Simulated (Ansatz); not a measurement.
| atom | x (Å) | y (Å) | z (Å) |
| --- | --- | --- | --- |
| B | 0.0000 | 0.0000 | -0.2254 |
| H | 0.0000 | 0.0000 | 1.1271 |

Basis set: 6-31G* (spherical functions). Frozen core: 1 orbital. Charge 0, multiplicity 1.

Computed with Ansatz (development build ahead of 0.2.0); each method stands on the lowest determinant of its kind that the runs found. Restricted open shells among the atoms or ions are ROHF, correlated in semicanonical orbitals with singles.

The atomization energy at this shape (free ground-state atoms in the same class of orbitals less the molecule, no zero-point energy) of singlet BH:

| method | atomization energy |
| --- | --- |
| RHF | 250.0 kJ/mol |

What does RHF-MP2 give?

290.3 kJ/mol.
